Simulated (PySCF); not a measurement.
## Partial charges of `C[Si@@H](O)[Si@](C)(F)O[SiH3]`

C2H11FO2Si3.
Z-matrix (Å and degrees, GFN2-xTB geometry), rows numbered from 1:
```
C 
Si  1  1.9083
O   2  1.6351  1  110.76
Si  2  2.2963  1  110.42  3   124.33
C   4  1.9001  2  121.90  1  -142.09
F   4  1.6249  2  107.27  1    96.81
O   4  1.6245  2  110.95  1   -15.92
Si  7  1.6177  4  161.58  2    60.77
H   1  1.0882  2  111.49  3   -73.32
H   1  1.0869  2  111.77  3    47.32
H   1  1.0854  2  111.12  3   167.50
H   2  1.4659  1  109.68  3  -108.30
H   3  0.9528  2  123.21  1    56.85
H   5  1.0861  4  110.95  2   -45.60
H   5  1.0861  4  112.08  2    74.80
H   5  1.0874  4  110.71  2  -165.01
H   8  1.4601  7  106.37  4   126.51
H   8  1.4652  7  104.86  4  -114.34
H   8  1.4618  7  108.92  4     5.01
```

Density: PBE0/pcSseg-1 (PySCF); schemes: Mulliken, IAO, Hirshfeld and ESP-fitted. Geometry: GFN2-xTB, one conformer, isolated molecule.

Task: Which atoms carry the highest charge in the Mulliken, IAO, Hirshfeld and ESP-fitted schemes?

Result: All schemes agree: Mulliken Si4 (+1.027); IAO Si4 (+1.221); Hirshfeld Si4 (+0.422); ESP-fitted Si4 (+0.662).

Task: At which atom do the 4 schemes differ most?

Result: At Si4: from +0.422 (Hirshfeld) to +1.221 e (IAO), 0.799 e apart.

Task: For which atoms does the sign change between the 4 schemes (beyond +0.03 e in one, beyond −0.03 e in another)?

Result: For none.

Task: What partial charge does each atom carry?

Result: In e:

```json
{"atom": "C1", "environment": "Si-methyl carbon", "Mulliken": "-0.663", "IAO": "-0.734", "Hirshfeld": "-0.217", "ESP-fitted": "-0.610"}
{"atom": "Si2", "environment": "oxygen-bound silicon", "Mulliken": "+0.627", "IAO": "+0.840", "Hirshfeld": "+0.340", "ESP-fitted": "+0.595"}
{"atom": "O3", "environment": "silanol oxygen", "Mulliken": "-0.559", "IAO": "-0.792", "Hirshfeld": "-0.313", "ESP-fitted": "-0.696"}
{"atom": "Si4", "environment": "fluorine-bound silicon", "Mulliken": "+1.027", "IAO": "+1.221", "Hirshfeld": "+0.422", "ESP-fitted": "+0.662"}
{"atom": "C5", "environment": "Si-methyl carbon", "Mulliken": "-0.652", "IAO": "-0.744", "Hirshfeld": "-0.219", "ESP-fitted": "-0.711"}
{"atom": "F6", "environment": "silicon-bound fluorine", "Mulliken": "-0.429", "IAO": "-0.546", "Hirshfeld": "-0.221", "ESP-fitted": "-0.346"}
{"atom": "O7", "environment": "siloxane oxygen", "Mulliken": "-0.726", "IAO": "-0.885", "Hirshfeld": "-0.305", "ESP-fitted": "-0.384"}
{"atom": "Si8", "environment": "oxygen-bound silicon", "Mulliken": "+0.726", "IAO": "+0.889", "Hirshfeld": "+0.395", "ESP-fitted": "+0.572"}
{"atom": "H9", "environment": "methyl hydrogen", "Mulliken": "+0.142", "IAO": "+0.148", "Hirshfeld": "+0.037", "ESP-fitted": "+0.122"}
{"atom": "H10", "environment": "methyl hydrogen", "Mulliken": "+0.149", "IAO": "+0.162", "Hirshfeld": "+0.046", "ESP-fitted": "+0.178"}
{"atom": "H11", "environment": "methyl hydrogen", "Mulliken": "+0.145", "IAO": "+0.161", "Hirshfeld": "+0.044", "ESP-fitted": "+0.135"}
{"atom": "H12", "environment": "Si–H hydrogen", "Mulliken": "-0.090", "IAO": "-0.126", "Hirshfeld": "-0.080", "ESP-fitted": "-0.117"}
{"atom": "H13", "environment": "hydroxyl hydrogen", "Mulliken": "+0.240", "IAO": "+0.360", "Hirshfeld": "+0.175", "ESP-fitted": "+0.427"}
{"atom": "H14", "environment": "methyl hydrogen", "Mulliken": "+0.141", "IAO": "+0.160", "Hirshfeld": "+0.044", "ESP-fitted": "+0.176"}
{"atom": "H15", "environment": "methyl hydrogen", "Mulliken": "+0.135", "IAO": "+0.158", "Hirshfeld": "+0.043", "ESP-fitted": "+0.152"}
{"atom": "H16", "environment": "methyl hydrogen", "Mulliken": "+0.150", "IAO": "+0.168", "Hirshfeld": "+0.050", "ESP-fitted": "+0.212"}
{"atom": "H17", "environment": "Si–H hydrogen", "Mulliken": "-0.114", "IAO": "-0.141", "Hirshfeld": "-0.076", "ESP-fitted": "-0.114"}
{"atom": "H18", "environment": "Si–H hydrogen", "Mulliken": "-0.131", "IAO": "-0.151", "Hirshfeld": "-0.084", "ESP-fitted": "-0.139"}
{"atom": "H19", "environment": "Si–H hydrogen", "Mulliken": "-0.119", "IAO": "-0.148", "Hirshfeld": "-0.078", "ESP-fitted": "-0.115"}
```

Mean size of the charges over all atoms: IAO 0.449 e, Mulliken 0.367 e, ESP-fitted 0.340 e, Hirshfeld 0.168 e. Each set sums to the total charge, 0, to within 0.001 e. The IAO scheme counts the electrons in orthogonalised intrinsic atomic orbitals, a minimal basis polarised so that it spans the occupied orbitals exactly. The Hirshfeld scheme divides the density at each point in proportion to the densities of the neutral, spherically averaged free atoms.

Task: Sum the charges by element, for elements with more than one atom.

Result: 
```
element  atoms  Mulliken     IAO  Hirshfeld  ESP-fitted
      C      2    -1.315  -1.478     -0.437      -1.321
     Si      3    +2.380  +2.950     +1.157      +1.829
      O      2    -1.285  -1.678     -0.618      -1.079
      H     11    +0.649  +0.752     +0.119      +0.917
```

Task: How many electrons does the Hirshfeld scheme count on Si2?

Result: Z − q = 14 − (+0.340) = 13.660.
